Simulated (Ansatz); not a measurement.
Consider the formal exchange of groups at the Se–Al bond: `[F][AlH][SeH]` + `CSC` → `CSC[SeH]` + `[F][AlH2]`.

Gas-phase electronic energies from Ansatz, PBE0-D4/def2-TZVP geometries. CBS: MP2 limit from def2 TZ/QZ plus the TZ coupled-cluster correction, frozen cores. This one scheme is used for every species. DFT in def2-TZVPP. B3LYP here is the variant with VWN-RPA as its local correlation; programs differ in this. For Se outer-core shells are correlated without core-valence functions, which leaves a few kJ/mol of doubt a bond. Scalar relativity is left out up to krypton. One conformer a species, not always the lowest.

| level | ΔE (kJ/mol) | difference from CCSD(T)/CBS |
| --- | --- | --- |
| PBE-D4 | 162.0 | -5.5 |
| PBE0-D4 | 168.6 | 1.1 |
| ωB97X-V | 165.2 | -2.3 |
| ωB97M-V | 166.6 | -0.9 |
| B2PLYP | 168.1 | 0.6 |
| PBE | 166.5 | -1.0 |
| r2SCAN | 173.4 | 5.9 |
| PBE0 | 172.5 | 5.0 |
| B3LYP | 170.0 | 2.5 |
| HF/def2-TZVPP | 181.0 | 13.5 |
| MP2/def2-TZVPP | 163.8 | -3.7 |
| SCS-MP2/def2-TZVPP | 162.5 | -5.0 |
| CCSD/def2-TZVPP | 167.8 | 0.3 |
| CCSD(T)/def2-TZVPP | 164.7 | -2.8 |
| HF/def2-QZVPP | 180.5 | 13.0 |
| MP2/CBS(def2) | 166.6 | -0.9 |
| CCSD(T)/CBS | 167.5 | 0 |

Largest T1 diagnostic among the species: 0.012.

The D4 term adds −7.4 kJ/mol with B3LYP and −3.9 kJ/mol with PBE0; it sums over pairs of atoms, weighted by their polarisabilities, and B3LYP, whose exchange is more repulsive, gets the larger term. In def2-TZVPP, CCSD(T) changes the Hartree–Fock value by −16.3 kJ/mol (the triples alone add −3.1 kJ/mol) and MP2 by −17.1 kJ/mol. From PBE to PBE0 (25 % exact exchange), in def2-TZVPP and without D4, ΔE moves by +6.0 kJ/mol.
